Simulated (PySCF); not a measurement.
## Polarisability and C₆ of Gd⁴⁷⁺ (gadolinium, charge +47)

[Ne] 3s2 3p5, 2P determinant. Computed with PySCF 2.14 in an even-tempered Gaussian basis (18 s from 10 bohr⁻², ratio 2.5; 12 p from 13 bohr⁻², ratio 2.5; 4 d from 56 bohr⁻², ratio 2.7; 4 f from 83 bohr⁻², ratio 2.7), with the spin-free X2C one-electron Hamiltonian (Gaussian nucleus). Coupled (time-dependent) response in atomic units; α is the mean over directions.

```json
{"method": "UHF", "mean α (bohr³)": "0.002990", "α xx, yy, zz": "0.004564, 0.002203, 0.002203", "C₆ (like pair)": "0.0001538", "S(−4)": "1.096e-05"}
{"method": "PBE0", "mean α (bohr³)": "0.003005", "α xx, yy, zz": "0.004575, 0.002220, 0.002220", "C₆ (like pair)": "0.0001541", "S(−4)": "1.153e-05"}
```

S(−4) is the Cauchy moment in α(ω) = α(0) + S(−4) ω² + …

Spin-orbit coupling is absent.

α(iu) at UHF:

| u (hartree) | α(iu) (bohr³) |
| --- | --- |
| 0 | 0.002990 |
| 2.00 | 0.002947 |
| 4.00 | 0.002830 |
| 8.00 | 0.002481 |
| 12.0 | 0.002111 |
| 16.0 | 0.001786 |
| 20.0 | 0.001519 |
| 30.0 | 0.001064 |
| 40.0 | 0.0008041 |
| 60.0 | 0.0005419 |
| 100 | 0.0003396 |

A single London oscillator, α(iu) = α/(1 + u²/ω²), gives C₆ = (3/4) ω α². Matching the computed C₆ needs ω = 4 × 0.0001538 / (3 × 0.002990²) = 22.9 hartree.

For an ion, C₆ is the dispersion term alone; charge-induced terms of lower order in 1/R come first.

The components differ because the open shell of this determinant is not spherical; for a pure term their mean is the scalar polarisability.

Spin-orbit coupling, absent here, splits the open shell strongly.
